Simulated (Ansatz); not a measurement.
A search over several starts for the lowest SCF solution of Pb3⁺ at the given spin, in a small basis.

```yaml
crystal:
  periodic: [false, false, false]
  atoms:
    - {symbol: Pb, position_ang: [-1.669793, 1.081859, -0.021367]}
    - {symbol: Pb, position_ang: [-0.261374, -1.518288, -0.273874]}
    - {symbol: Pb, position_ang: [1.931167, 0.436420, 0.295240]}
basis:
  gaussian: {orbitals: def2-SVP, initial_orbitals: start.molden}
total_charge: 1
magnetization: {spin_polarized: true, initial_magnetization: 1}
hamiltonian: {xc: pbe0, dispersion: d4}
output: {orbitals: {seedname: orbitals}}
```

The file start.molden holds the orbitals of an earlier run on this structure, at another level or in another basis.

```sh
$ ansatz run in.yaml --threads 4 --pin off --events-out ev --progress --plain --max-ram 3916MiB
```

Shortened log:

```
Functional definition: PBE0
1041 factors; integrals over basis functions are off by at most 2.9e-4 eV
mean field evaluation 1: about -15722.5342 eV, gradient 8.1e1 eV
mean field evaluation 2: about -15729.0625 eV, gradient 9.8e0 eV
mean field evaluation 4: about -15738.0391 eV, gradient 5.5e0 eV
mean field evaluation 8: about -15739.5564 eV, gradient 1.1e-1 eV
mean field evaluation 16: about -15739.5571 eV, gradient 4.5e-5 eV
mean field evaluation 32: about -15739.5191 eV, gradient 1.6e-2 eV
mean field evaluation 64: about -15739.1831 eV, gradient 7.8e-4 eV
mean field evaluation 96: about -15739.1846 eV, gradient 1.5e-1 eV
mean field evaluation 128: about -15739.4722 eV, gradient 5.2e-1 eV
mean field -15739.55713114 eV, -578.4180559143 hartree, gradient 7.1e-6 eV, S^2 1.194613; 15 other end points of the search recorded, 0 dependent functions left out
reference -15739.55715534 eV, -578.4180568039 hartree; 33, 32 occupied and 45, 46 virtual orbitals, 1041 factors
Total energy: -15739.67800944 eV, -578.4224981099 hartree
```

It took 16 s on 4 threads of Arm Neoverse V1 on a shared host.

Other converged states that the search met: 0.37 eV higher (⟨S²⟩ = 1.75).

In the def2 sets Pb takes a core potential; there is no spin–orbit coupling. The charge 1 doublet is spin-contaminated (final ⟨S²⟩ up to 1.19, 0.75 for a pure state). At PBE0-D4/def2-TZVP a quartet of charge 1 lies 0.28 eV below the doublet, each at its own geometry. The structure comes from a short search, and lower isomers may exist.
